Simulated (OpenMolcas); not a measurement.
**CH3AlF2O (SMILES C[O][Al]([F])[F]): the dipole moment, rung by rung**

The species is CH3AlF2O (8 atoms), meant as a singlet with charge 0. SMILES: `C[O][Al]([F])[F]`. Geometry: relaxed at PBE0-D4/def2-TZVP.

Each level gives the dipole moment (D). The values are calculated.

| level | kind | program | value (D) |
| --- | --- | --- | --- |
| HF/6-31G* (spherical functions) | Hartree–Fock | OpenMolcas | 2.25 |
| SVWN5/6-31G* (spherical functions) | LDA | OpenMolcas | 2.09 |
| BLYP/6-31G* (spherical functions) | GGA | OpenMolcas | 1.99 |
| M06-L/6-31G* (spherical functions) | meta-GGA | OpenMolcas | 1.99 |
| TPSS/6-31G* (spherical functions) | meta-GGA | OpenMolcas | 2.03 |
| B3LYP/6-31G* (spherical functions) | global hybrid | OpenMolcas | 2.07 |
| PBE0/6-31G* (spherical functions) | global hybrid | OpenMolcas | 2.09 |
| B3LYP/6-31G* (Cartesian functions) | global hybrid | OpenMolcas | 2.07 |

The values span 1.99 to 2.25 D. Magnitudes only.
